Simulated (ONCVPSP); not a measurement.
**Which change was made? (Au, ONCV)**

Au, optimised norm-conserving Vanderbilt (ONCV), made with ONCVPSP 4.0.1 (PBEsol, scalar-relativistic). Core [Kr] 4d10 4f14, reference 5s2 5p6 5d10 6s1. Waves: 5s+6s: rc 1.25 bohr, ncon 4, nbas 8, qcut 8.4 1/bohr, 2 projectors; 5p: rc 1.60 bohr, ncon 4, nbas 9, qcut 9.2 1/bohr, 2 projectors, debl 0.8 Ha; 5d: rc 1.50 bohr, ncon 4, nbas 8, qcut 6.2 1/bohr, 2 projectors, debl 3.7 Ha. Local part: polynomial inside 1.20 bohr (lpopt 4, dvloc0 0 Ha). Core correction: Teter function, fcfact 2.75, rcfact 1.05.

In the p channel the program set the typed energies aside and used -2.198, 0.250 Ha.

Cutoffs, loose and tight: the cutoffs (Ha) at which the residual kinetic energy of the hardest occupied pseudo-wave falls to 1 and 0.1 mHa per electron. They do not see the model core or the augmentation charge, which bear on the density cutoff. Test errors are all-electron minus pseudo excitation energies from the reference, over the configurations 5s2 5p6 5d10 6s0; 5s2 5p6 5d9 6s0; 5s2 5p6 5d8 6s0; 5s2 5p6 5d9 6s1; variants that change the core or the reference have their own tests.

The base gives: outcome: generated, projector energies reset by the program; cutoff, loose: 32 Ha; cutoff, tight: 53 Ha; bound ghosts: none; GHOST(+) flags above zero: s; largest test error (meV): -16.

Question: After one change the result is: outcome: generated, projector energies reset by the program; cutoff, loose: 80 Ha; cutoff, tight: 103 Ha; bound ghosts: none; GHOST(+) flags above zero: s; largest test error (meV): -14. Which change was it?
A. d: qcut 4.3
B. d: qcut 3.7
C. d: qcut 5

Answer: C. The others give: d: qcut 3.7 → outcome: generated, projector energies reset by the program; cutoff, loose: 96 Ha; cutoff, tight: 110 Ha; bound ghosts: none; GHOST(+) flags above zero: s; largest test error (meV): -16 | d: qcut 4.3 → outcome: generated, projector energies reset by the program; cutoff, loose: 93 Ha; cutoff, tight: 108 Ha; bound ghosts: none; GHOST(+) flags above zero: s, d; largest test error (meV): -31.
